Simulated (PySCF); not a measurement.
Delta-SCF ions had no search for a lower state. Excitations are Tamm–Dancoff values on a coarser integration grid. The basis has no diffuse functions, so Rydberg states are missing or too high.

## H₄BN, SMILES `BN` (H–B–N–H torsion 0°) (charge 0, multiplicity 1)

Level of theory: M06-2X/def2-TZVP (PySCF).

| Property | Result |
|---|---|
| HOMO | -10.05 eV |
| dipole moment | 1.83 D |
| LUMO | 1.10 eV |
| HOMO–LUMO gap | 11.15 eV |
| S1 excitation (TDA) | 7.26 eV |
| S1 oscillator strength | 0.000 |
| brightest of the four lowest singlets (TDA) | 8.58 eV |
| T1 excitation (TDA) | 6.25 eV |
| S1–T1 gap (TDA) | 1.00 eV |
| vertical ionisation energy (Delta-SCF) | 11.39 eV |
| total energy | -2232.15 eV |
| cost | very roughly 110 core-seconds |

```xyz
6

B      0.6839     0.0179     0.0085
N     -0.7034    -0.0188    -0.0092
H      1.2870    -1.0085     0.0107
H      1.2327     1.0744     0.0212
H     -1.2319    -0.8750    -0.0205
H     -1.2777     0.8075    -0.0120
```
Charge 0, spin multiplicity 1.
